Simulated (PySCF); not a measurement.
## How methods differ on the ionisation energy of Ge

Ge [Ar] 3d10 4s2 4p2 [4p1/2^2, M_J = 0] → Ge⁺ [Ar] 3d10 4s2 4p1 [4p1/2^1, M_J = 1/2], as a difference of total energies. All numbers are calculated (PySCF 2.14, the two-component X2C-1e Hamiltonian, in x2c-TZVPPall-2c with one added diffuse shell each of s, p, d type (7s8p5d1f, 63 functions)). Correlated levels: [Ar] frozen; the 6 highest virtual spinors dropped. "Screened" scales the spin-orbit matrix elements by Boettger's factors to mimic the two-electron term; Breit and QED terms are absent.

| method | ionisation energy (eV) |
| --- | --- |
| GHF (screened spin-orbit) | 7.235 |
| GMP2 (screened spin-orbit) | 7.784 |
| GCCSD (screened spin-orbit) | 7.768 |
| GCCSD(T) (screened spin-orbit) | 7.808 |

Problem. How much does correlation contribute at GCCSD(T) (screened spin-orbit)?

Solution. 7.808 − (7.235) = 0.573 eV, measured against GHF (screened spin-orbit).

Errors of the correlated levels include the incompleteness of this basis and the frozen core.

The labels give the starting determinants; with spin-orbit coupling the two ends relaxed to ⟨J²⟩ = 1.72, ⟨L²⟩ = 2.01, ⟨S²⟩ = 1.99 and ⟨J²⟩ = 0.85, ⟨L²⟩ = 2.04, ⟨S²⟩ = 0.77.

The determinant of Ge mixes levels of different J (the jj label is only the starting occupation), so the difference between spin-free and spin-orbit rows is not the physical spin-orbit shift.

For comparison: 7.899 eV (measured; NIST Atomic Spectra Database, ionization energies).
